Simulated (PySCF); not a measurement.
Gas-phase XPS of `C=CBP`, computed

Species: C2H6BP.
Z-matrix (Å and degrees, PBE0-D3(BJ)/def2-SVP geometry), rows numbered from 1:
```
C 
C   1  1.3446
B   2  1.5479  1  124.15
P   3  1.8905  2  123.66  1    16.17
H   1  1.0964  2  121.72  3    -3.00
H   1  1.0956  2  122.40  3   175.43
H   2  1.0978  1  117.09  3  -175.32
H   3  1.2107  2  120.03  1  -155.62
H   4  1.4213  3  103.18  2    45.42
H   4  1.4194  3  101.08  2   147.03
```

Theory: delta-SCF UKS SCAN, pcX-2 on the ionised atom, pcseg-1 elsewhere, spin-free X2C in PySCF 2.14.0. These are vertical core ionisation energies against the vacuum level, from separate self-consistent calculations with and without the core hole.

Problem. List the computed XPS lines with their assignment.

Solution. 
```
atom(s)                 bonded to    level  binding energy (eV)  2p1/2 (eV)  above the level's lowest (eV)  count
     P4                 2 H and B  P 2p3/2               136.20      137.09                           0.00      1
     B3                C, H and P     B 1s               195.38           –                           0.00      1
     C2  C (double bond), H and B     C 1s               290.27           –                           0.00      1
     C1   C (double bond) and 2 H     C 1s               290.56           –                          +0.29      1
     P4                 2 H and B     P 1s              2149.73           –                           0.00      1
```

The listed C 1s values span 0.29 eV, from C2 (bonded to C (double bond), H and B) to C1 (bonded to C (double bond) and 2 H). Summing the Pauling electronegativity differences to the bonded atoms, each weighted by its formal bond order, gives -0.86 for the lowest site and -0.70 for the highest.

Problem. Express the binding energy of P 1s of P4 in atomic units and per mole.

Solution. 2149.73 eV = 79.0011 Eh = 207417 kJ/mol.

Spin contamination (⟨S²⟩ against 0.75 for a pure doublet) is marked for B 1s of B3 (0.88), which makes this value less certain. Spin–orbit coupling isn't in the SCF: each 2p doublet comes from a relaxed spin-free hole plus a matrix of the shell (mean-field spin–orbit coupling and the ground-state 2p splitting), with 2p3/2 averaged over its two sublevels. 2p1/2 minus 2p3/2 (ligand field included): P 0.89 eV. The structure is a single PBE0-D3(BJ)/def2-SVP conformer in the gas phase; no vibrational or solvent corrections.
